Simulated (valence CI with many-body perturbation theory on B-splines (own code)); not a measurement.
## E1 transitions of Ba VIII

Calculated by relativistic CI+MBPT: three valence electrons over a frozen Dirac-Fock core [Kr] 4d10, radial functions for each j: 7 s, 7 p, 7 d, 7 f, 4 g, 2 h, with the one-electron correlation potential Σ1, the two-electron term Σ2, the three-electron term Σ3, Breit, model QED; selected CI, second order for the rest, scaled by the run's own slope (own B-spline code, finite nucleus).

Set against measurement, 62 paired levels are off by 1061 cm⁻¹ on average, the worst by 3801. These come from a selection out of Sansonetti and Curry, J. Phys. Chem. Ref. Data 39, 043103 (2010). Levels without a partner in it may be off by more, other configurations by several thousand cm⁻¹. 7 measured levels below the end of the list, from 249919 cm⁻¹ on, found no clear computed partner, and computed levels of the same name lie up to 8910 cm⁻¹ from them.

Lines 201 to 250 of 573 in falling wavelength, among levels below 535170 cm⁻¹, chosen from the strongest by gf and those to the six lowest levels. Wavelengths and rates use the calculated energies, so an error of 1000 cm⁻¹ moves a line at 62.22 nm by 0.62 % and its rate by three times that or more. Electric multipoles are in the length gauge, E1 and E2 with the static RPA response of the core. Weak lines are less certain than strong ones. Lines between different terms over intervals too small for the method are left out, as are lines whose strength nearly cancels. Where a level lies close to another of its J and parity, the split of strength between their lines is uncertain. The highest levels of a list are the least certain.

Names give the largest LS component (configuration and term), which can be under half, so a name can repeat, a term be missing and a line seem to break the LS rules; names also repeat where a configuration has a term twice. Letters in brackets count levels of one name in rising energy.

```csv
λ vac (nm),λ from measured levels,Upper,Lower,A (s⁻¹),log gf,Branch %
63.17,,4f 5p2 4G°_9/2 [b],4f 5s 5p 2F_7/2 [a],1.23e+09,-0.13,19.1
62.98,,4f 5p2 2D°_5/2 [a],4f 5s 5p 2F_7/2 [a],1.67e+09,-0.22,14.9
62.94,,4f 5p2 2F°_5/2 [c],4f 5s 5p 4D_3/2,1.50e+09,-0.27,16.4
62.90,,5p2 5d 2F_5/2 [a],5s 5p 5d 4F°_5/2,9.42e+08,-0.47,24.9
62.66,,5p2 5d 4P_3/2,5s 5p 5d 2F°_5/2 [a],1.26e+09,-0.53,3.7
62.60,,4f 5p2 4G°_9/2 [a],4f 5s 5p 4F_7/2,1.30e+09,-0.12,28.7
62.60,,5s 5p 6p 4S_3/2,5s 5p 5d 2D°_5/2 [a],2.69e+09,-0.20,19.3
62.37,,4f 5p2 4F°_7/2,4f 5s 5p 4D_5/2,2.08e+09,-0.01,24.5
62.27,,4f 5p2 4G°_11/2,4f 5s 5p 4F_9/2,2.51e+09,0.24,46.7
62.22,62.38,5p3 4S°_3/2 [a],5s 5p2 4P_3/2,1.54e+09,-0.45,19.7
62.11,,4f 5p2 2F°_7/2 [a],4f 5s 5p 4F_9/2,1.29e+09,-0.22,32.1
62.10,,4f 5p2 4D°_7/2,4f 5s 5p 4F_7/2,1.88e+09,-0.06,23.3
61.97,,5p2 5d 4D_3/2,5s 5p 5d 4P°_5/2,2.26e+09,-0.28,14.9
61.77,,5s 5p 6p 2D_5/2,5s 5p 5d 2D°_5/2 [a],1.41e+09,-0.32,13.3
61.76,61.73,4f 5s 5p 2F_7/2 [b],4f 5s2 2F°_7/2,8.13e+09,0.57,91.6
61.68,61.73,4f 5s 5p 2F_5/2 [b],4f 5s2 2F°_5/2,8.26e+09,0.45,96.2
61.55,,4f 5p2 4G°_9/2 [b],4f 5s 5p 4F_7/2,2.04e+09,0.06,31.5
61.48,,4f 5p2 2F°_7/2 [c],4f 5s 5p 2F_7/2 [b],2.37e+09,0.03,24.6
61.44,,4f 5p2 2G°_7/2 [b],4f 5s 5p 2F_5/2 [a],1.91e+09,-0.06,26.5
61.44,,4f 5p2 2H°_11/2,4f 5s 5p 4G_11/2,2.38e+09,0.21,49.5
61.36,,5p2 5d 4F_9/2,5s 5p 5d 4F°_7/2,8.91e+08,-0.30,18.4
61.35,,4f 5p2 4F°_9/2,4f 5s 5p 4G_11/2,2.61e+09,0.17,30.2
61.26,61.25,4f 5s 5p 2F_7/2 [b],4f 5s2 2F°_5/2,7.41e+08,-0.48,8.4
61.22,,4f 5p2 4F°_7/2,4f 5s 5p 4D_7/2,1.07e+09,-0.32,12.6
61.12,,5p2 5d 2F_7/2,5s 5p 5d 4F°_5/2,6.93e+08,-0.51,16.3
61.05,,4f 5p2 2F°_5/2 [d],4f 5s 5p 2F_5/2 [b],2.61e+09,-0.06,27.0
61.02,,4f 5p2 4D°_5/2,4f 5s 5p 4F_7/2,3.14e+09,0.02,35.0
61.02,,4f 5p2 4F°_9/2,4f 5s 5p 4D_7/2,1.31e+09,-0.14,15.1
61.00,,5p2 5d 2F_5/2 [b],5s 5p 5d 4D°_7/2,2.17e+09,-0.14,7.4
60.98,61.54,5s 5p 5d 2F°_7/2 [b],5s2 5d 2D_5/2,3.45e+09,0.19,14.0
60.86,,4f 5p2 2F°_5/2 [c],4f 5s 5p 4D_7/2,1.87e+09,-0.21,20.4
60.72,,4f 5s 5d 2D°_5/2 [a],4f 5s 5p 2D_5/2 [b],1.02e+09,-0.47,5.2
60.72,,4f 5p2 2F°_7/2 [b],4f 5s 5p 2G_9/2 [a],3.64e+09,0.21,31.9
60.70,,5s 5p 6p 4D_7/2,5s 5p 5d 4D°_7/2,2.18e+09,-0.02,14.9
60.66,60.63,5p3 4S°_3/2 [b],5s 5p2 4P_5/2,2.40e+09,-0.28,25.9
60.57,,4f 5p2 4F°_7/2,4f 5s 5p 4G_9/2,2.38e+09,0.02,28.0
60.37,,4f 5p2 4F°_9/2,4f 5s 5p 4G_9/2,1.96e+09,0.03,22.7
60.33,,4f 5p2 4D°_5/2,4f 5s 5p 4G_5/2,9.20e+08,-0.52,10.2
60.27,,4f 5p2 2H°_9/2,4f 5s 5p 2F_7/2 [a],5.52e+08,-0.52,17.7
60.15,,4f 5p2 2F°_7/2 [b],4f 5s 5p 2D_5/2 [a],2.77e+09,0.08,24.3
60.10,,4f 5p2 4D°_3/2,4f 5s 5p 4F_5/2,2.89e+09,-0.20,20.6
60.01,60.07,5p3 2D°_5/2,5s 5p2 4P_5/2,5.56e+08,-0.74,18.8
59.91,,4f 5p2 4D°_3/2,4f 5s 5p 4F_3/2,1.67e+09,-0.44,11.9
59.85,60.05,4f 5s 5p 2G_9/2 [b],4f 5s2 2F°_7/2,9.02e+09,0.68,100.0
59.76,,4f 5p2 4F°_3/2,4f 5s 5p 4G_5/2,5.34e+09,0.06,53.6
59.73,,5p2 5d 4P_5/2,5s 5p 5d 4D°_3/2,1.10e+09,-0.45,3.6
59.70,,5s 5p 6p 4D_3/2 [b],5s 5p 5d 4F°_5/2,3.98e+09,-0.07,24.5
59.59,,4f 5p2 2F°_5/2 [b],4f 5s 5p 2G_7/2 [a],4.01e+09,0.11,28.7
59.44,,4f 5p2 4D°_1/2,4f 5s 5p 4F_3/2,5.42e+09,-0.24,40.0
59.44,59.87,5s 5p 5d 2F°_5/2 [b],5s2 5d 2D_3/2,3.73e+09,0.07,14.1
```
